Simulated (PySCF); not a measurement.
Spin-rotation constants: `CC#C/C(=C\C)B(Cl)Cl`, C6H7BCl2

Geometry (Å), atoms numbered from 1 in this order:
```xyz
16

C     2.962    0.901   -0.227
C     1.541    0.687   -0.087
C     0.359    0.493    0.026
C    -1.047    0.326    0.167
C    -1.598   -0.903    0.065
C    -0.853   -2.161   -0.189
B    -1.896    1.602    0.435
Cl   -1.151    3.151    0.556
Cl   -3.609    1.510    0.620
H     3.298    0.551   -1.203
H     3.500    0.354    0.548
H     3.189    1.962   -0.134
H    -2.670   -0.999    0.174
H     0.216   -1.975   -0.260
H    -1.203   -2.617   -1.116
H    -1.045   -2.874    0.613
```

Method: PySCF 2.14.0, GIAO B97-2/pcSseg-1 magnetisability, rotational g tensor and spin-rotation constants, non-relativistic, gas phase. Geometry: GFN2-xTB.

(1) Give the nuclear spin-rotation constants along the inertial axes (H = +C I·J) beside the isotropic shieldings.

Answers

(1) Rotational constants 1.3629, 0.7841, 0.5008 GHz. A star marks the isotopologue with that one atom substituted, in its own axes.
```tsv
atom	isotope	Caa (kHz)	Cbb (kHz)	Ccc (kHz)	mean (kHz)	σ (ppm)
B7	11B	0.471	0.266	0.099	0.279	50.9
Cl8	35Cl	0.558	0.197	0.066	0.274	700.8
Cl9	35Cl	0.319	0.290	0.052	0.221	748.2
H10	1H	-0.094	-0.076	-0.010	-0.060	29.5
H11	1H	-0.096	-0.078	-0.008	-0.061	29.5
H12	1H	-0.147	0.022	-0.052	-0.059	29.4
H13	1H	0.104	-0.042	-0.057	0.002	24.3
H14	1H	0.027	-0.058	-0.057	-0.029	28.7
H15	1H	-0.151	-0.045	-0.011	-0.069	29.8
H16	1H	-0.151	-0.040	-0.014	-0.069	29.8
C1	13C*	0.164	0.098	0.063	0.108	179.7
C2	13C*	0.223	0.233	0.178	0.212	83.1
C3	13C*	0.133	0.219	0.172	0.175	105.1
C4	13C*	0.631	0.256	0.073	0.320	58.2
C5	13C*	0.760	0.325	0.068	0.384	18.9
C6	13C*	0.192	0.132	0.070	0.131	163.0
```
For the geometry as given, no vibrational averaging.
